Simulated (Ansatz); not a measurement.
Ta₄. Charge 0, multiplicity 1. Geometry PBE-D4/def2-SVP; atoms count from 1.

```xyz
4

Ta    0.4117   -1.3878   -1.3959
Ta   -0.4119    1.3883    1.3957
Ta   -0.7805    0.6623   -0.8892
Ta    0.7806   -0.6628    0.8893
```

In the def2 sets Ta takes a core potential; there is no spin–orbit coupling. The restricted singlet is unstable towards broken spin symmetry at other levels; at PBE0-D4/def2-TZVP this wasn't settled. No other spin state of charge 0 was run. The geometry of the singlet was relaxed on an unsound state (restricted singlet, unstable towards broken spin symmetry at other levels and untested here). Another isomer (singlet) lies 1.42 eV lower at PBE0-D4/def2-TZVP; other spin states weren't run for this one.

Question: Estimate the Mulliken populations from the PBE0/def2-TZVP orbitals of Ansatz.

Answer: 
| atom | charge (e) | d electrons |
| --- | --- | --- |
| Ta1 | -0.08 | 3.51 |
| Ta2 | -0.08 | 3.51 |
| Ta3 | 0.08 | 3.82 |
| Ta4 | 0.08 | 3.82 |
Mulliken values and Mayer orders depend strongly on the basis.

Question: And the Mayer bond orders between bonded heavy atoms (over 0.3)?

Answer: Ta1–Ta2 0.81 (4.02 Å); Ta1–Ta3 2.33 (2.43 Å); Ta1–Ta4 2.33 (2.43 Å); Ta2–Ta3 2.33 (2.43 Å); Ta2–Ta4 2.33 (2.43 Å); Ta3–Ta4 1.07 (2.71 Å).
